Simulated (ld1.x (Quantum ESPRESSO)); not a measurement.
# Logarithmic derivatives: gadolinium, TM

* Element: Gd (Z = 64)
* Generator: ld1.x (Quantum ESPRESSO) 7.5
* Type: norm-conserving Troullier–Martins (Kleinman–Bylander form)
* Functional: LDA (PZ)
* Relativity: scalar-relativistic
* Frozen core: [Kr] 4d10
* Valence charge: 18
* Reference configuration: 4f7 5s2 5p6 5d1 6s2 6p0
* Partial waves: 5s (bound): rc 1.85 bohr; 5p (bound): rc 1.80 bohr; 4f (bound): rc 1.30 bohr; 5d (bound): rc 2.70 bohr
* Local potential: the d channel
* Core correction: none

Occupied shells without a wave of their own: 6s. They enter only through the test configuration that unscreens the potential.

The phase is arctan(r·u′/u) with u = r·R(r), unwrapped; energies in Ry, scanned from -6 to 5 Ry. A pole is an energy at which the radial function vanishes at the test radius. The pseudo phase is shifted by a multiple of π to meet the all-electron one at the reference energy, and phase errors are pseudo minus all-electron; the curves can meet again beyond the range given. Levels narrower than the energy grid can be missing from the lists of poles.

```csv
channel,radius (bohr),reference energy (Ry),"poles, all-electron","poles, pseudo",unbroken range about the reference energy with phases within 0.05 rad,phase error 1 Ry above the reference energy (rad)
s,2.96,-3.66,"-3.62, 2.31","-3.62, 3.02",below -0.8,+0.002
p,2.96,-2.01,"-1.87, 3.62","-1.87, 2.00",below -0.2,-0.008
d,2.96,-0.20,0.52,0.52,below 2.5,-0.001
f,2.96,-0.65,"-0.63, 3.28","-0.63, 3.66",below 1.0,+0.009
```

The potential misses its own reference levels by up to 0.4 eV.

Phases in the f channel:

```json
{"E (Ry)": "-6.00", "all-electron": "1.439", "pseudo": "1.439"}
{"E (Ry)": "-5.74", "all-electron": "1.436", "pseudo": "1.436"}
{"E (Ry)": "-5.48", "all-electron": "1.434", "pseudo": "1.434"}
{"E (Ry)": "-5.22", "all-electron": "1.431", "pseudo": "1.431"}
{"E (Ry)": "-4.96", "all-electron": "1.427", "pseudo": "1.427"}
{"E (Ry)": "-4.70", "all-electron": "1.424", "pseudo": "1.424"}
{"E (Ry)": "-4.44", "all-electron": "1.420", "pseudo": "1.420"}
{"E (Ry)": "-4.18", "all-electron": "1.416", "pseudo": "1.416"}
{"E (Ry)": "-3.92", "all-electron": "1.412", "pseudo": "1.412"}
{"E (Ry)": "-3.66", "all-electron": "1.407", "pseudo": "1.407"}
{"E (Ry)": "-3.40", "all-electron": "1.402", "pseudo": "1.402"}
{"E (Ry)": "-3.14", "all-electron": "1.396", "pseudo": "1.396"}
{"E (Ry)": "-2.88", "all-electron": "1.389", "pseudo": "1.390"}
{"E (Ry)": "-2.62", "all-electron": "1.382", "pseudo": "1.382"}
{"E (Ry)": "-2.36", "all-electron": "1.374", "pseudo": "1.374"}
{"E (Ry)": "-2.10", "all-electron": "1.365", "pseudo": "1.365"}
{"E (Ry)": "-1.84", "all-electron": "1.354", "pseudo": "1.354"}
{"E (Ry)": "-1.58", "all-electron": "1.340", "pseudo": "1.341"}
{"E (Ry)": "-1.32", "all-electron": "1.323", "pseudo": "1.324"}
{"E (Ry)": "-1.06", "all-electron": "1.298", "pseudo": "1.299"}
{"E (Ry)": "-0.80", "all-electron": "1.228", "pseudo": "1.230"}
{"E (Ry)": "-0.54", "all-electron": "-1.780", "pseudo": "-1.778"}
{"E (Ry)": "-0.28", "all-electron": "-1.860", "pseudo": "-1.858"}
{"E (Ry)": "-0.02", "all-electron": "-1.908", "pseudo": "-1.905"}
{"E (Ry)": "0.24", "all-electron": "-1.965", "pseudo": "-1.958"}
{"E (Ry)": "0.50", "all-electron": "-2.044", "pseudo": "-2.032"}
{"E (Ry)": "0.76", "all-electron": "-2.171", "pseudo": "-2.145"}
{"E (Ry)": "1.02", "all-electron": "-2.402", "pseudo": "-2.341"}
{"E (Ry)": "1.28", "all-electron": "-2.871", "pseudo": "-2.722"}
{"E (Ry)": "1.54", "all-electron": "-3.590", "pseudo": "-3.369"}
{"E (Ry)": "1.80", "all-electron": "-4.102", "pseudo": "-3.948"}
{"E (Ry)": "2.06", "all-electron": "-4.356", "pseudo": "-4.259"}
{"E (Ry)": "2.32", "all-electron": "-4.493", "pseudo": "-4.424"}
{"E (Ry)": "2.58", "all-electron": "-4.579", "pseudo": "-4.523"}
{"E (Ry)": "2.84", "all-electron": "-4.639", "pseudo": "-4.590"}
{"E (Ry)": "3.10", "all-electron": "-4.685", "pseudo": "-4.638"}
{"E (Ry)": "3.36", "all-electron": "-4.723", "pseudo": "-4.676"}
{"E (Ry)": "3.62", "all-electron": "-4.758", "pseudo": "-4.708"}
{"E (Ry)": "3.88", "all-electron": "-4.792", "pseudo": "-4.736"}
{"E (Ry)": "4.14", "all-electron": "-4.827", "pseudo": "-4.763"}
{"E (Ry)": "4.40", "all-electron": "-4.868", "pseudo": "-4.788"}
{"E (Ry)": "4.66", "all-electron": "-4.919", "pseudo": "-4.815"}
{"E (Ry)": "4.92", "all-electron": "-4.991", "pseudo": "-4.844"}
```
